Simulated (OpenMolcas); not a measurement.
**Au5+: moving or changing the point charges**

Au5+ among 6 point charges of -1.7 e arranged as a trigonal prism (D3h), 2.12 Å from the ion, with a polar angle of 44.7° against the regular 49.1°.

```yaml
Program: OpenMolcas
Method: CASSCF
Basis: ANO-RCC-VDZP [7s6p4d2f]
Scalar_Hamiltonian: DKH2, point nucleus
Active_space: 6 electrons in 5 orbitals (5d)
State_averaging: 2S+1 = 5 even, 5 roots; 2S+1 = 3 even, 45 roots; 2S+1 = 1 even, 50 roots
Spin-orbit_coupling: state interaction with AMFI integrals over the reference wave functions
```

Runs around this geometry, states (labels of D3, the rotations of D3h). Energies in cm-1 above the lowest state or level, χT in cm3 K/mol.

```tsv
R (Å)	q (e)	Polar angle / regular	Ground state	First state of that spin	First gap with spin-orbit (degeneracies)	χT at 300 K	First state of another spin
2.12	-1.7	0.84	5E	5A1 10790	2632 (2, 1)	4.354	3E 20686
2.12	-0.85	0.91	5E	5A1 4037	1440 (2, 1)	4.469	3A2 21691
1.95	-1.7	0.91	5E	5A1 9349	2480 (2, 1)	4.371	3E 19696
2.12	-1.7	0.91	5E	5A1 7735	2242 (2, 1)	4.379	3E 20964
2.31	-1.7	0.91	5E	5A1 6279	1947 (2, 1)	4.400	3E 21603
```

Taking the first state of the same spin as R^-n, n = -ln(6279 / 9349) / ln(2.31 / 1.95) = 2.3 between the shortest and longest distance.

Scaling the charges by -0.85 / -1.7 = 0.50 scales the first state of the same spin by 4037 / 7735 = 0.52; with fixed orbitals a first-order splitting would follow the charge.

An orbital doublet at a regular site is open to a Jahn-Teller distortion, which this geometry leaves out. Without dynamic correlation the repulsion within the d shell is too large (B by tens of per cent), so at a given field states of lower spin stand too high. Point charges give a weaker field than real ligands, and real ions of this kind are as a rule low spin; the high spin found here belongs to the model. The ground term spreads over less than 5000 cm-1, several times less than with real ligands, so orbital moments are less quenched and χT lies further from the spin-only value than at real sites (holds for R = 2.12, q = -0.85, ratio = 0.91). This is an electrostatic model: the charges have no orbitals. No measured value stands beside these numbers.
